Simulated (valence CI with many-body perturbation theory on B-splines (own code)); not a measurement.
**Sc I: calculated level list**

Level of theory: valence CI with perturbative core correlation (CI+MBPT): three valence electrons over a frozen Dirac-Fock core [Ar], a basis of 9 s, 9 p, 10 d, 8 f, 5 g, 3 h, 1 i functions for each j, with the one-electron correlation potential Σ1 (screened to all orders), the two-electron term Σ2, the three-electron term Σ3, Breit, model QED; selected single and double excitations, second order for the rest (own B-spline code, finite nucleus).

Set against measurement, 36 paired levels are off by 392 cm⁻¹ on average, the worst by 1105. These come from a selection out of the NIST Handbook of Basic Atomic Spectroscopic Data. Levels without a partner in it may be off by more, other configurations by 1,000 to 4,000 cm⁻¹.

Levels 46 to 65 of 65, with energies above the lowest level, 3d4s² ²D_3/2. "Leading %" is the weight of the configuration and term that name the level; weights of strongly mixed levels are sums over their largest components and can fall short.

```
No.  Configuration  Term    J  E (cm⁻¹)  Leading %       g  Second component
 46          3d²4p   ⁴F°  3/2     30110         93   0.399                  
 47          3d²4p   ⁴F°  5/2     30153         93   1.028                  
 48          3d²4p   ⁴F°  7/2     30214         93   1.238                  
 49          3d²4p   ⁴F°  9/2     30290         93   1.334                  
 50         3d4s4p   ²P°  1/2     30672         39   0.665    32 % 4s²4p ²P°
 51         3d4s4p   ²P°  3/2     30804         38   1.334    33 % 4s²4p ²P°
 52          3d²4p   ⁴D°  1/2     31628         90  -0.002                  
 53            3d³    ⁴F  3/2     31632         57   0.399     13 % 3d²4d ⁴F
 54          3d²4p   ⁴D°  3/2     31651         90   1.200                  
 55            3d³    ⁴F  5/2     31667         57   1.029     13 % 3d²4d ⁴F
 56          3d²4p   ⁴D°  5/2     31690         89   1.372                  
 57            3d³    ⁴F  7/2     31713         57   1.238     13 % 3d²4d ⁴F
 58          3d²4p   ⁴D°  7/2     31745         90   1.429                  
 59            3d³    ⁴F  9/2     31770         57   1.334     13 % 3d²4d ⁴F
 60          3d²4p   ²G°  7/2     31991         91   0.889                  
 61          3d²4p   ²G°  9/2     32087         91   1.111                  
 62          3d²4p   ²F°  5/2     32476         59   0.860   27 % 3d4s4p ²F°
 63          3d²4p   ²F°  7/2     32598         60   1.143   27 % 3d4s4p ²F°
 64          3d²4p   ²D°  3/2     32881         70   0.800   13 % 3d4s4p ²D°
 65          3d²4p   ²D°  5/2     32974         70   1.198   13 % 3d4s4p ²D°
```

Names give the largest LS component (configuration and term), which can be under half, so a name can repeat, a term be missing and a line seem to break the LS rules; names also repeat where a configuration has a term twice.
